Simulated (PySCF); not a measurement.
The same groups moved round the core (trisilane hydroxy+amino). Isolated molecules, 0 K electronic values unless said otherwise. One relaxed conformer stands for each flexible species; it need not be the lowest. Strings in code marks are SMILES.

The S1–T1 gap (TDA) from two functionals at the same geometries (r2SCAN-D4/def2-TZVP), both in PySCF: PBE-D3(BJ)/def2-TZVP and r2SCAN-D4/def2-TZVP. Excitations are Tamm–Dancoff values on a coarser integration grid. The basis has no diffuse functions, so Rydberg states are missing or too high.

```csv
species,r2SCAN-D4/def2-TZVP (eV)
`N[SiH2][SiH2][SiH2]O`,0.39
`[SiH2]([Si@@H](O)[SiH3])N`,0.65
`N[Si@@H](O)[SiH2][SiH3]`,0.66
`N[Si@@H]([SiH3])[SiH2]O`,0.60
```

What does PBE-D3(BJ)/def2-TZVP give for each?


- `N[SiH2][SiH2][SiH2]O`: 0.23
- `[SiH2]([Si@@H](O)[SiH3])N`: 0.46
- `N[Si@@H](O)[SiH2][SiH3]`: 0.45
- `N[Si@@H]([SiH3])[SiH2]O`: 0.41
Over these rows, drawn at random from the members with no instability flagged (it was tested for open shells, ions and some series alone), PBE minus r2SCAN-D4: mean -0.19 eV, from -0.21 eV to -0.16 eV.
